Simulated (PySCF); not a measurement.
Vertical excitations of a molecule CH8FNOSi2 from TDA-PBE/def2-SVPD (PySCF), as energy in eV (oscillator strength): 5.98 (0.008), 6.35 (0.015), 6.60 (0.049), 7.12 (0.006), 7.19 (0.013), 7.29 (0.105), 7.37 (0.004), 7.48 (0.063), 7.54 (0.009), 7.64 (0.005). Lowest triplet (TDA): 5.83 eV. The structure is a stationary point at PBE-D3(BJ)/def2-SVP. Other conformers were not sampled.

**Question.** Which molecule gave these data?
(A) C[Si@@H](N)O[SiH2]F
(B) CN[SiH2][Si@H](O)F
(C) C[SiH2]N[Si@H](O)F
(D) O[SiH2]N[SiH2]CF

**Answer.** C, C[SiH2]N[Si@H](O)F
